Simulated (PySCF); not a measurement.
Computed Raman spectrum (relative Raman activity) of a molecule C3H8BNO. Geometry optimised at TPSSh-D3(BJ)/def2-SVP. Other conformers were not sampled. All values below come from TPSSh-D3(BJ)/def2-SVP (PySCF). No scaling factor is applied to the harmonic values.

ν (cm⁻¹): 619 (vw), 747 (w), 857 (vw), 873 (w), 1107 (vw), 1167 (vw), 1193 (vw), 1307 (vw), 1408 (vw), 1490 (w), 1496 (w), 1515 (w), 1614 (vw), 3015 (s), 3028 (vs), 3053 (s), 3090 (vs), 3104 (m), 3586 (vs), 3695 (m) (against the strongest line: vs over 80 %, s over 45 %, m over 15 %, w over 4 %, vw less)

Identify the compound among the candidates.
A) C/N=C/B(C)O
B) C=C(C)B(N)O
C) C[C@H]1COB1N
D) CNB1CCO1

C, C[C@H]1COB1N
